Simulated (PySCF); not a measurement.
Compound: C6H11NSi.
Atom-mapped SMILES: `[N:1]#[C:2][CH2:3][C@@H:4]1[CH2:5][CH2:6][SiH2:7][CH2:8]1` (hydrogens: H9, H10 on C3; H11 on C4; H12, H13 on C5; H14, H15 on C6; H16, H17 on Si7; H18, H19 on C8)

Structure used (GFN2-xTB), in Å, numbered top down from 1:
```xyz
19
C6H11NSi angstrom
N      3.1293    1.3351   -0.1004
C      2.5359    0.3967   -0.3745
C      1.7814   -0.7812   -0.7143
C      0.3042   -0.6452   -0.3095
C     -0.3748    0.5410   -0.9968
C     -1.7997    0.6521   -0.4504
Si    -1.6389    0.2233    1.4018
C      0.1282   -0.4657    1.2015
H      1.8645   -0.9404   -1.7941
H      2.2333   -1.6366   -0.2027
H     -0.2097   -1.5635   -0.6176
H     -0.3707    0.4222   -2.0837
H      0.1814    1.4509   -0.7579
H     -2.4437   -0.0654   -0.9609
H     -2.2116    1.6396   -0.6485
H     -1.6982    1.3917    2.2794
H     -2.5961   -0.8023    1.8267
H      0.8610    0.2570    1.5648
H      0.3144   -1.4000    1.7296
```

A PySCF run (density fitting, gas phase, GFN2-xTB geometry) gave HOMO -9.80 eV, LUMO 1.80 eV, dipole 3.90 D and E = -578.291 Eh.

Question: Which of these levels was it?
A. wB97X-D/3-21G
B. PBE0/pcSseg-1
C. PBE0/def2-SVP
D. PBE/def2-SVPD
E. BHandHLYP/pcSseg-0

Answer: E. It is BHandHLYP/pcSseg-0. All candidates on this geometry:

| level and settings | kind | basis functions | SCF cycles | E (Eh) | HOMO (eV) | LUMO (eV) | dipole (D) |
| --- | --- | --- | --- | --- | --- | --- | --- |
| PBE/def2-SVPD | GGA | 252 | 15 | -578.6691 | -7.19 | -0.65 | 3.84 |
| PBE0/pcSseg-1 | global hybrid | 198 | 14 | -578.9790 | -8.46 | 0.48 | 3.85 |
| PBE0/def2-SVP | global hybrid | 171 | 14 | -578.7238 | -8.39 | 0.74 | 3.68 |
| BHandHLYP/pcSseg-0, grid level 1, energy threshold 1e-06 Eh | global hybrid | 98 | 7 | -578.2912 | -9.80 | 1.80 | 3.90 |
| wB97X-D/3-21G | range-separated hybrid | 98 | 13 | -576.2848 | -10.16 | 3.10 | 3.56 |

The nearest other candidate, by the summed differences of HOMO and LUMO, is wB97X-D/3-21G: its HOMO differs by -0.36 eV and its LUMO by +1.30 eV. wB97X-D ran without the empirical dispersion term, which would shift the total energy alone. Cycle counts include a coarse-grid stage where the run had one.
